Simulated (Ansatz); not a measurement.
```yaml
crystal:
  periodic: [false, false, false]
  atoms:
    - {symbol: Cl, position_ang: [-1.934742, -1.985499, -0.972075]}
    - {symbol: B, position_ang: [-0.824533, -0.751229, -0.455168]}
    - {symbol: O, position_ang: [0.180384, -0.965353, 0.448476]}
    - {symbol: Si, position_ang: [0.734924, 0.623255, 0.388737]}
    - {symbol: S, position_ang: [-0.815505, 1.001292, -1.021207]}
    - {symbol: H, position_ang: [0.603629, 1.303209, 1.694977]}
    - {symbol: H, position_ang: [2.117144, 0.706326, -0.129340]}
basis:
  gaussian: {orbitals: aug-pcseg-2, final_grid: {core_spheres: 8, valence_spheres: 7, degree: 23}}
hamiltonian: {xc: {name: wB97}}
accuracy: high
scf: {lower_state_search: off}
```

```sh
$ ansatz run in.yaml --threads 2 --pin off --events-out ev --progress --plain --max-ram 4352MiB
```

Shortened log:

```
Functional definition: wB97
4460 factors; integrals over basis functions are off by at most 3.2e-9 eV
1158 factors; integrals over basis functions are off by at most 1.8e-9 eV
mean field evaluation 1: about -33993.5671 eV, gradient 5.0e1 eV
mean field evaluation 2: about -33992.3025 eV, gradient 5.9e1 eV
mean field evaluation 4: about -33998.0057 eV, gradient 1.9e0 eV
mean field evaluation 8: about -33998.0162 eV, gradient 1.0e-1 eV
mean field evaluation 16: about -33998.0163 eV, gradient 5.3e-5 eV
mean field -33998.01628218 eV, -1249.4040536872 hartree, gradient 4.9e-8 eV, S^2 0.000000; 0 other end points of the search recorded, 0 dependent functions left out
reference -33998.01627989 eV, -1249.4040536030 hartree; 31, 31 occupied and 257, 257 virtual orbitals, 4460 factors
Total energy: -33998.01627989 eV, -1249.4040536030 hartree
Checks for a lower state left out: stability, starts, cluster_reference, orbital_swaps, neighbouring_geometries, increment
```

It took 31 s on 2 threads of an Arm Neoverse V1 on a shared host, with 2.1 GiB of host memory at the peak.
